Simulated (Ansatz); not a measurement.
Ideal-gas functions of CH4AlSe, SMILES `[CH3][Al][SeH]` radical at 500 K and 1 bar, from an Ansatz frequency run at PBE0-D4/def2-TZVP.

Molar mass 121.98 g/mol, point group C1 (symmetry number 1), electronic degeneracy 2, moments of inertia 26.54, 227.611, 250.998 u Å². Harmonic wavenumbers (cm⁻¹, unscaled): 34, 130, 243, 359, 541, 579, 627, 692, 1188, 1427, 1439, 2447, 3035, 3117, 3143.

Use S(trans) = R[1.5 ln M + 2.5 ln T − 1.1517]; rotational temperatures θ = 24.2544 K / I; S(rot) = R[ln(√π/σ · √(T³/θAθBθC)) + 1.5]; for each mode x = 1.438777 ν̃/T, S = R[x/(eˣ − 1) − ln(1 − e⁻ˣ)] and H = RT x/(eˣ − 1); 1 cm⁻¹ = 0.0119627 kJ/mol; R = 8.31446 J/(mol·K).

Question: By hand: the entropy, in J/(mol·K).

Answer: Translation 179.5. Rotation: θ = 0.9139, 0.1066, 0.0966 K, giving 114.1. Vibration, mode by mode: 27.64, 16.54, 11.46, 8.40, 5.43, 4.97, 4.45, 3.84, 1.24, 0.71, 0.69, 0.06, 0.01, 0.01, 0.01, in all 85.5. Electronic 5.8. Sum 384.9 J/(mol·K).

Question: By hand: H − E and G − E in kJ/mol, counted from the electronic energy.

Answer: Zero-point energy ½ × 19001 × 0.0119627 = 113.7; thermal vibration 19.8; translation, rotation and pV give 4 RT = 16.6. H − E = 150.1 kJ/mol, and G − E = 150.1 − 500 × 384.9/1000 = -42.3 kJ/mol.

Vibration gives 22 % of the entropy, 44.2 J/(mol·K) of it from the modes under 150 cm⁻¹: soft modes count most, and the harmonic formula is weakest for them. The sum counts one conformer and one mirror image; others add a mixing term.
